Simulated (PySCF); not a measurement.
SMILES [SiH2](c1ccco1)[SiH2]c1cccs1 (C8H10OSSi2) at its GFN2-xTB optimised geometry (Å):

```
22

C     -0.3488    -1.8725     0.0000
C      1.0124    -1.8725     0.0000
O      1.4860    -0.6203     0.0000
C      0.4227     0.2235     0.0025
Si     0.8125     2.0545    -0.0750
Si     2.3161     2.3746    -1.8140
C      1.7263     1.4583    -3.3438
C      1.3315     1.9570    -4.5506
C      0.9076     0.9714    -5.4667
C      0.9792    -0.2801    -4.9461
S      1.5638    -0.2712    -3.3314
C     -0.7310    -0.5127    -0.0006
H     -0.9931    -2.7281    -0.0005
H      1.7284    -2.6709    -0.0009
H      1.3591     2.4660     1.2265
H     -0.4843     2.7281    -0.2243
H      3.6682     1.8801    -1.5162
H      2.4515     3.7749    -2.2396
H      1.3496     3.0090    -4.7745
H      0.5673     1.1849    -6.4647
H      0.7262    -1.2133    -5.4094
H     -1.7284    -0.1224    -0.0008
```

Method: PBE0/def2-SVP (PySCF 2.14.0).

Map of the HOMO−1 amplitude (bohr^(-3/2)) on the plane z = 0.6 Å; orbital energy -6.82 eV, overall sign arbitrary:

```
|+++++++++++++++++++++++++++|
|+++++++++++++++++++++++++++|
|+++++++++++++++++++++++++++|
|+++++++++++++++++++++++++++|
|+++++++++++++++++++++++++++|
|+++++++++++===+++*+++++++++|
|++++++++++=====++**++++++++|
|++++++++++======+**++++++++|
|++++++++++===--==++++++++++|
|++++++++++===---=++++++++++|
|++++++++++===---=++++++++++|
|++++++++++==-:.:-=+++++++++|
|+++++++++===-. .-=+++++++++|
|+++++++++==-:. .-=+++++++++|
|+++++++++=-::---=++++++++++|
|+++++++++==--==++++++++++++|
|++++++++++==++**#**++++++++|
|+++++++++++*###%%#*++++++++|
|++++++++++**%%%@@%*++++++++|
|++++++++++**###%%#*++++++++|
|++++++++++*****##**++++++++|
|++++++++++++******+++++++++|
|+++++++++++++++++++++++++++|
|+++++++++++++++++++++++++++|
|+++++++++++++++++++++++++++|
|+++++++++++++++++++++++++++|
|+++++++++++++++++++++++++++|
```
Scale: ten equal steps from -0.069 (start of ' ') to 0.058 (end of '@'), in the order ' .:-=+*#%@'; x runs from -5.00 to 5.00, y from -5.00 (bottom) to 5.00 (top).
